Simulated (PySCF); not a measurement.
A structure optimised at PBE-D3(BJ)/def2-SVP, used in a PySCF frequency run:

```
C
H 1 1.1043
C 1 1.5129 2 113.09
H 3 1.1068 1 110.62 2 178.90
H 3 1.1077 4 108.93 1 121.14
H 3 1.1089 4 108.74 5 118.71
Cl 1 1.7936 2 106.53 3 -122.42
Br 1 1.9758 2 104.33 3 120.27
```

Question: Write its SMILES and formula.

Answer: C[C@@H](Cl)Br, C2H4BrCl

Question: What are its rotational constants (standard atomic weights)?

Answer: 5.9487, 1.9297, 1.5182 GHz
